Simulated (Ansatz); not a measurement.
Cost and result for the atomization energy of BCl₃H₄OSi (`[SiH3][OH+][B-](Cl)(Cl)Cl`) (10 atoms, 9 bonds).

```xyz
10

Si   -1.294   -0.589    0.451
O     0.377   -0.139    0.521
B     1.098    0.732   -0.596
Cl    1.729   -0.452   -1.823
Cl    2.398    1.647    0.264
Cl   -0.276    1.761   -1.222
H    -1.301   -1.725    1.405
H    -1.626   -1.029   -0.913
H    -2.099    0.533    0.956
H     0.994   -0.740    0.958
```

Charge 0, multiplicity 1. Geometry: relaxed with PBE0-D4/def2-TZVP. It is one conformer, not always the lowest. Program: Ansatz. All runs use 4 threads of an AMD EPYC 9R45 on a shared host. Times are those of one run each, without the atoms' runs, and a repeat can differ threefold. Electronic energies, without spin–orbit coupling; frozen cores. CCSD(T)/CBS adds CCSD(T) − MP2 in def2-TZVPP to the MP2 limit, and its time is that of the two runs behind it. T1 = 0.010. HSE06 is the plane-wave form, built on full-range PBE exchange.

CCSD(T)/CBS is a level of theory with its own doubt, some kJ/mol a heavy atom from the limit and from the frozen cores, so smaller differences don't rank the functionals.

```csv
level,functions,wall time
BLYP-D4/def2-TZVPP,286,1.1 s
LDA (SPW92)/def2-TZVPP,286,1.4 s
BHLYP-D4/def2-TZVPP,286,1.9 s
CAM-B3LYP-D4/def2-TZVPP,286,2 s
HSE06-D4/def2-TZVPP,286,2 s
PBE0-D4/def2-TZVPP,286,2.4 s
CCSD(T)/def2-SVP,120,2.6 s
B2PLYP/def2-TZVPP,286,2.8 s
r2SCAN-D4/def2-TZVPP (with forces),286,2.9 s
ωB97X-V/def2-TZVPP,286,3.9 s
MP2/def2-QZVPP,514,10 s
CCSD(T)/def2-TZVPP,286,94 s
CCSD(T)/CBS(def2),–,100 s
```

(1) What atomization energy does each give, and how far from CCSD(T)/CBS? (Estimate.)

Answers

(1) Ansatz gave: 
```tsv
level	atomization (kJ/mol)	difference from CCSD(T)/CBS	per bond
BLYP-D4/def2-TZVPP	3275.5	-54.5	-6.1
LDA (SPW92)/def2-TZVPP	3817.0	487.0	54.1
BHLYP-D4/def2-TZVPP	3217.4	-112.6	-12.5
CAM-B3LYP-D4/def2-TZVPP	3313.7	-16.3	-1.8
HSE06-D4/def2-TZVPP	3318.9	-11.1	-1.2
PBE0-D4/def2-TZVPP	3317.2	-12.8	-1.4
CCSD(T)/def2-SVP	3120.3	-209.7	-23.3
B2PLYP/def2-TZVPP	3263.0	-67.0	-7.4
r2SCAN-D4/def2-TZVPP (with forces)	3348.9	18.9	2.1
ωB97X-V/def2-TZVPP	3339.4	9.4	1.0
MP2/def2-QZVPP	3391.0	61.0	6.8
CCSD(T)/def2-TZVPP	3230.6	-99.4	-11.0
CCSD(T)/CBS(def2)	3330.0	0.0	0.0
```

From PBE to PBE0 (25 % exact exchange), in def2-TZVPP and without D4, the atomization energy moves by −40.0 kJ/mol: exact exchange takes away binding that semilocal exchange gives to molecules. The D4 term adds +57.4 kJ/mol with B3LYP and +30.0 kJ/mol with PBE0; it sums over pairs of atoms, weighted by their polarisabilities, and B3LYP, whose exchange is more repulsive, gets the larger term. At CCSD(T), def2-SVP lies −209.7 kJ/mol from the extrapolated value and def2-TZVPP −99.4 kJ/mol: correlation converges slowly with the basis, and small sets miss more of it in the bonded molecule than in its fragments.

B3LYP here is the variant with VWN-RPA as its local correlation; programs differ in this.
